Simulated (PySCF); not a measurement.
Selenium dioxide, SeO₂.
SMILES: `O=[Se]=O`

Computed, not measured: PBE0-D3(BJ)/def2-SVP geometry optimisation, gas phase in PySCF 2.14.0.

Masses are those of the commonest isotopes; rigid-rotor values at the optimised geometry. 

What are A, B and C (MHz)?

Ia = 16.94, Ib = 58.47, Ic = 75.41 u·Å²; 505379 MHz·u·Å²/I gives A = 29841, B = 8643, C = 6702 MHz.

What kind of rotor is it?

An asymmetric top. Ray's parameter κ = (2B − A − C)/(A − C) = -0.832; −1 is the prolate and +1 the oblate limit.

The dipole components are |μa| = 0.00 D, |μb| = 2.74 D, |μc| = 0.00 D. The nuclei that the symmetry axis exchanges have no spin, so part of the rotational levels is missing.

Estimate the classical rotational partition function at 10 K, 100 K and 500 K.

Point group C2v, symmetry number σ = 2; q = (√π/σ)·√((kT/h)³/(ABC)), k/h = 20836.6 MHz/K: 64.1 at 10 K, 2030 at 100 K, 22700 at 500 K.

Whether it is a minimum is left open (no frequencies). No vibrational averaging or centrifugal distortion is included, and the geometry carries the error of its method.
